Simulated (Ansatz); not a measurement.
Cost and result for the atomization energy of `C/C(Br)=[CH]\[AlH2]` (11 atoms, 10 bonds).

Cartesian coordinates in Å:
```
C -0.3782 -0.9658 -1.1088
C 0.0989 -0.9245 0.2987
Br 0.3363 -2.6890 1.0171
C 0.3587 0.1393 1.0573
Al 0.1745 1.9855 0.4982
H -1.3319 -1.4955 -1.1734
H -0.5039 0.0440 -1.5029
H 0.3320 -1.5087 -1.7374
H 0.7008 -0.0600 2.0708
H -0.3167 2.3537 -0.9650
H 0.5294 3.1211 1.5453
```

Total charge 0; spin multiplicity 1. Correlated methods include outer-core shells of Br, which these sets cover unevenly. Scalar relativity is left out up to krypton. The structure was optimised at the PBE0-D4/def2-TZVP level. Program: Ansatz. All runs use 4 threads of an Arm Neoverse V1 on a shared host. Times are those of one run each, without the atoms' runs, and a repeat can differ threefold. Electronic energies, without spin–orbit coupling; frozen cores. CCSD(T)/CBS adds CCSD(T) − MP2 in def2-TZVPP to the MP2 limit, and its time is that of the two runs behind it. T1 = 0.010. With those shells the extrapolation isn't a true limit. B3LYP takes the VWN-RPA correlation (the form of Gaussian; ORCA's B3LYP/G).

CCSD(T)/CBS is a level of theory with its own doubt, some kJ/mol a heavy atom from the limit and from the frozen cores, so smaller differences don't rank the functionals.

```json
{"level": "PBE-D4/def2-TZVPP (with forces)", "functions": "267", "wall time": "3.1 s", "atomization (kJ/mol)": "3991.3", "difference from CCSD(T)/CBS": "75.9", "per bond": "7.6"}
{"level": "PBE0-D4/def2-TZVPP", "functions": "267", "wall time": "4.1 s", "atomization (kJ/mol)": "3933.0", "difference from CCSD(T)/CBS": "17.6", "per bond": "1.8"}
{"level": "r2SCAN-D4/def2-TZVPP (with forces)", "functions": "267", "wall time": "6.5 s", "atomization (kJ/mol)": "3935.5", "difference from CCSD(T)/CBS": "20.1", "per bond": "2.0"}
{"level": "B3LYP-D4/def2-TZVPP (with forces)", "functions": "267", "wall time": "7 s", "atomization (kJ/mol)": "3908.9", "difference from CCSD(T)/CBS": "-6.5", "per bond": "-0.7"}
{"level": "B2PLYP/def2-TZVPP", "functions": "267", "wall time": "8 s", "atomization (kJ/mol)": "3868.3", "difference from CCSD(T)/CBS": "-47.1", "per bond": "-4.7"}
{"level": "ωB97X-V/def2-TZVPP", "functions": "267", "wall time": "11 s", "atomization (kJ/mol)": "3913.6", "difference from CCSD(T)/CBS": "-1.8", "per bond": "-0.2"}
{"level": "ωB97M-V/def2-TZVPP (with forces)", "functions": "267", "wall time": "17 s", "atomization (kJ/mol)": "3914.3", "difference from CCSD(T)/CBS": "-1.1", "per bond": "-0.1"}
{"level": "MP2/def2-QZVPP", "functions": "510", "wall time": "34 s", "atomization (kJ/mol)": "3938.7", "difference from CCSD(T)/CBS": "23.3", "per bond": "2.3"}
{"level": "CCSD(T)/def2-TZVPP", "functions": "267", "wall time": "4.7 min", "atomization (kJ/mol)": "3819.8", "difference from CCSD(T)/CBS": "-95.6", "per bond": "-9.6"}
{"level": "CCSD(T)/CBS(def2)", "functions": "–", "wall time": "5.2 min", "atomization (kJ/mol)": "3915.4", "difference from CCSD(T)/CBS": "0.0", "per bond": "0.0"}
```

From PBE to PBE0 (25 % exact exchange), in def2-TZVPP and without D4, the atomization energy moves by −54.4 kJ/mol: exact exchange takes away binding that semilocal exchange gives to molecules. The D4 term adds +42.1 kJ/mol with B3LYP and +22.1 kJ/mol with PBE0; it sums over pairs of atoms, weighted by their polarisabilities, and B3LYP, whose exchange is more repulsive, gets the larger term. In def2-TZVPP, CCSD(T) changes the Hartree–Fock value by +924.2 kJ/mol (the triples alone add +62.7 kJ/mol) and MP2 by +987.1 kJ/mol; breaking electron pairs costs correlation energy, which Hartree–Fock lacks.
